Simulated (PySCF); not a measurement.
Input of a run (PBE0-D3(BJ)/def2-SVP geometry optimisation, gas phase (PySCF 2.14.0)), started from GFN2-xTB:
```
{"job": {"xc": "PBE0", "basis": "def2-SVP", "d3": "d3bj", "grid": 1, "kind": "geom"}, "charge": 0, "multiplicity": 1}
S     -0.916894     2.340862     1.093833
C     -1.266964     0.674375     0.608562
C     -2.560628     0.227065     0.848562
C     -2.953200    -1.038543     0.462066
C     -2.053045    -1.867110    -0.189760
C     -0.763941    -1.432633    -0.418821
C     -0.334700    -0.168149    -0.008786
C      1.057878     0.189894    -0.242848
C      1.970810     0.906383     0.492118
C      3.192568     0.839638    -0.215397
C      2.941831     0.092513    -1.324273
O      1.662990    -0.309131    -1.347391
H      0.146026     2.507184     0.307685
H     -3.257884     0.893609     1.333470
H     -3.961492    -1.370454     0.657303
H     -2.354027    -2.852247    -0.511679
H     -0.053084    -2.077313    -0.913348
H      1.809765     1.379933     1.439141
H      4.123509     1.285564     0.068348
H      3.565331    -0.210762    -2.141822
```

Output (energies in Eh, forces in Eh/bohr):
```
step   0  E = -858.16946002  max force = 0.013011
step   1  E = -858.17201361  max force = 0.003309
step   2  E = -858.17209935  max force = 0.002268
step   3  E = -858.17210624  max force = 0.003584
step   4  E = -858.17218156  max force = 0.001863
step   5  E = -858.17217638  max force = 0.002244
step   6  E = -858.17222164  max force = 0.000823
step   7  E = -858.17222745  max force = 0.000819
step   8  E = -858.17224206  max force = 0.000310
optimisation converged
```

**Question.** Summarise the run.

**Answer.** The energy falls by 0.076 eV over 9 energy and gradient evaluations, the largest force component goes from 0.0130 to 3.1e-04 Eh/bohr, and the atoms move by 0.119 Å rms after alignment. The bond that changes most is S1–H13 (thiol sulfur to S–H hydrogen), which lengthens by 0.019 Å. Bonds longer at the end by more than 0.005 Å: 15 of 21; shorter: 0. Among the angles that change most is C7–C8–C9, from 132.7° to 135.1°. Among the dihedrals that turn most is H13–S1–C2–C7, from 19° to 31°. The energy rose by more than 1e-6 Eh at step 5. The first step brought 92 % of the lowering.

**Question.** What are the final bond lengths?

**Answer.** S1–C2 1.771 Å, C2–C3 1.400 Å, C3–C4 1.390 Å, C4–C5 1.394 Å, C5–C6 1.388 Å, C6–C7 1.407 Å, C7–C8 1.461 Å, C8–C9 1.376 Å, C9–C10 1.426 Å, C10–C11 1.363 Å, C11–O12 1.345 Å, C2–C7 1.414 Å, C8–O12 1.358 Å, S1–H13 1.351 Å, C3–H14 1.092 Å, C4–H15 1.092 Å, C5–H16 1.092 Å, C6–H17 1.091 Å, C9–H18 1.086 Å, C10–H19 1.088 Å, C11–H20 1.087 Å. Numbering counts from 1 in the input's order; the species is `Sc1ccccc1-c1ccco1`.

The run used 212 basis functions and 64 SCF cycles in all. On x86-64 server, one thread, shared host, this took 5.5 min wall.

Stationary, but not proved a minimum. One conformer, not necessarily the lowest.
